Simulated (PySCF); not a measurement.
Vertical excitations of a molecule C₃H₈N, multiplicity 2 from TDA-B3LYP/def2-SVPD run with PySCF 2.14.0, as energy in eV (oscillator strength): 2.12 (0.000), 5.63 (0.000), 5.91 (0.023), 6.32 (0.015), 6.49 (0.006), 6.54 (0.000), 6.99 (0.001), 7.04 (0.018), 7.09 (0.023), 7.50 (0.026). The structure is a stationary point at TPSSh-D3(BJ)/def2-SVP. Other conformers were not sampled.

**Question.** Which molecule gave these data?
A) [CH2]CNC
B) [CH2]NCC
C) CC[N]C
D) C[C](C)N

**Answer.** C, CC[N]C
